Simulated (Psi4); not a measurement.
CaF (SMILES [F][Ca+]), charge +1, singlet, geometry from GFN2-xTB (such geometries of metal compounds can be far from the true shape); WB97M-V/6-31G** (Psi4).

Psi4 was given this input:
```
memory 2 GB

molecule {
1 1
  Ca   -0.00000000   -0.00000000   -0.61305209
  F     0.00000000    0.00000000    1.36233797
}

set basis 6-31g**

energy('wb97m-v')
print_variables()
```

It wrote (shortened):

```
   => Loading Basis Set <=

    Name: 6-31G**
    Role: ORBITAL
    Keyword: BASIS

         ---------------------------------------------------------
                                   SCF
               by Justin Turney, Rob Parrish, Andy Simmonett
                          and Daniel G. A. Smith
                              RKS Reference
         ---------------------------------------------------------

  ==> Geometry <==

    Molecular point group: c2v
    Full point group: C_inf_v

    Geometry (in Angstrom), charge = 1, multiplicity = 1:

       Center              X                  Y                   Z               Mass
    ------------   -----------------  -----------------  -----------------  -----------------
         CA           0.000000000000     0.000000000000    -0.636509905975    39.962590863000
         F            0.000000000000     0.000000000000     1.338880154025    18.998403162730

  Running in c2v symmetry.

  Rotational constants: A = ************  B =      0.33549  C =      0.33549 [cm^-1]
  Rotational constants: A = ************  B =  10057.85873  C =  10057.85873 [MHz]
  Nuclear repulsion =   48.219285825808001

  Charge       = 1
  Multiplicity = 1
  Electrons    = 28
  Nalpha       = 14
  Nbeta        = 14

  ==> Algorithm <==

  SCF Algorithm Type is DF.
  DIIS enabled.
  MOM disabled.
  Fractional occupation disabled.
  Guess Type is SAD.
  Energy threshold   = 1.00e-06
  Density threshold  = 1.00e-06
  Integral threshold = 1.00e-12

  ==> Primary Basis <==

  Basis Set: 6-31G**
    Blend: 6-31G**
    Number of shells: 16
    Number of basis functions: 38
    Number of Cartesian functions: 38
    Spherical Harmonics?: false
    Max angular momentum: 2

  ==> DFT Potential <==

   => LibXC <=

    Version 7.1.2
    S. Lehtola, C. Steigemann, M. J. T. Oliveira, and M. A. L. Marques,  SoftwareX 7, 1–5 (2018) (10.1016/j.softx.2017.11.002)

   => Composite Functional: WB97M-V <=

    wB97M-V Hyb-GGA Exchange-Correlation Functional

    N. Mardirossian and M. Head-Gordon,  J. Chem. Phys. 144, 214110 (2016) (10.1063/1.4952647)

    Deriv               =              1
    GGA                 =           TRUE
    Meta                =           TRUE

    Exchange Hybrid     =           TRUE
    MP2 Hybrid          =          FALSE

   => Exchange-Correlation Functionals <=

    1.0000   wB97M-V exchange-correlation functional

   => Exact (HF) Exchange <=

    0.8500            HF,LR [omega = 0.3000]
    0.1500               HF

   => LibXC Density Thresholds  <==

    XC_HYB_MGGA_XC_WB97M_V:  1.00E-13

   => VV10 Non-Local Parameters <=

    VV10 B              =     6.0000E+00
    VV10 C              =     1.0000E-02

   => Molecular Quadrature <=

    Radial Scheme          =       TREUTLER
    Pruning Scheme         =           NONE
    Nuclear Scheme         =       TREUTLER

    Blocking Scheme        =         OCTREE
    BS radius alpha        =              1
    Pruning alpha          =              1
    Radial Points          =             75
    Spherical Points       =            302
    Total Points           =          43461
    Total Blocks           =            416
    Max Points             =            253
    Max Functions          =             38
    Weights Tolerance      =       1.00E-15

   => Loading Basis Set <=

    Name: (6-31G** AUX)
    Role: JKFIT
    Keyword: DF_BASIS_SCF

  ==> Integral Setup <==

  SCF_SUBTYPE=INCORE selected. In-core MEM_DF algorithm will be used.
  Using in-core AOs.

  ==> MemDFJK: Density-Fitted J/K Matrices <==

    J tasked:                   Yes
    K tasked:                   Yes
    wK tasked:                  Yes
    Omega:                3.000E-01
    Algorithm:                 Core
    Schwarz Cutoff:           1E-12
    Mask sparsity (%):       0.6925
    Fitting Condition:        1E-10

   => Auxiliary Basis Set <=

  Basis Set: (6-31G** AUX)
    Blend: CC-PVDZ-JKFIT + DEF2-UNIVERSAL-JKFIT
    Number of shells: 68
    Number of basis functions: 284
    Number of Cartesian functions: 284
    Spherical Harmonics?: false
    Max angular momentum: 4

  Minimum eigenvalue in the overlap matrix is 9.4475666890E-03.
  Reciprocal condition number of the overlap matrix is 2.1845339840E-03.
    Using symmetric orthogonalization.

  ==> Pre-Iterations <==

  SCF Guess: Superposition of Atomic Densities via on-the-fly atomic UHF (no occupation information).

   -------------------------
    Irrep   Nso     Nmo
   -------------------------
     A1        20      20
     A2         2       2
     B1         8       8
     B2         8       8
   -------------------------
    Total      38      38
   -------------------------

  ==> Iterations <==

                           Total Energy        Delta E     RMS |[F,P]|

   @DF-RKS iter SAD:  -776.54844867989652   -7.76548e+02   0.00000e+00
   @DF-RKS iter   1:  -777.00539358794038   -4.56945e-01   2.42632e-02 DIIS/ADIIS
   @DF-RKS iter   2:  -776.87618277852823    1.29211e-01   3.79300e-02 DIIS/ADIIS
   @DF-RKS iter   3:  -777.12768295943852   -2.51500e-01   1.55647e-03 DIIS/ADIIS
   @DF-RKS iter   4:  -777.12813603106065   -4.53072e-04   3.94915e-04 DIIS/ADIIS
   @DF-RKS iter   5:  -777.12817353885964   -3.75078e-05   3.14033e-05 DIIS
   @DF-RKS iter   6:  -777.12817469094512   -1.15209e-06   6.24229e-06 DIIS
   @DF-RKS iter   7:  -777.12817473764539   -4.67003e-08   1.57738e-06 DIIS
   @DF-RKS iter   8:  -777.12817473997211   -2.32671e-09   3.65342e-07 DIIS
  Energy and wave function converged.

  ==> Post-Iterations <==

   Electrons on quadrature grid:
      Ntotal   =   27.9999660229 ; deviation = -3.398e-05

    Orbital Energies [Eh]
    ---------------------

    Doubly Occupied:

[...]
    Virtual:

[...]
    Final Occupation by Irrep:
             A1    A2    B1    B2
    DOCC [     8,    0,    3,    3 ]
    NA   [     8,    0,    3,    3 ]
    NB   [     8,    0,    3,    3 ]

  @DF-RKS Final Energy:  -777.12817473997211

   => Energetics <=

    Nuclear Repulsion Energy =             48.2192858258080008
    One-Electron Energy =               -1157.3597743429950242
    Two-Electron Energy =                 367.7765041089055558
    DFT Exchange-Correlation Energy =     -35.8844662219222528
    Empirical Dispersion Energy =           0.0000000000000000
    VV10 Nonlocal Energy =                  0.1202758902316095
    Total Energy =                       -777.1281747399722235

Computation Completed

Properties will be evaluated at   0.000000,   0.000000,   0.000000 [a0]

Properties computed using the SCF density matrix

 Multipole Moments:

 ------------------------------------------------------------------------------------
     Multipole            Electronic (a.u.)      Nuclear  (a.u.)        Total (a.u.)
 ------------------------------------------------------------------------------------

 L = 1.  Multiply by 2.5417464519 to convert [e a0] to [Debye]
 Dipole X            :          0.0000000            0.0000000            0.0000000
 Dipole Y            :          0.0000000            0.0000000            0.0000000
 Dipole Z            :         -2.5540020           -1.2855367           -3.8395387
 Magnitude           :                                                    3.8395387

 ------------------------------------------------------------------------------------

  Variable Map:
  ----------------------------------------------------------------------------
[...]
  Array Variable Map:
  ----------------------------------------------------------------------------
[...]
[...]
```
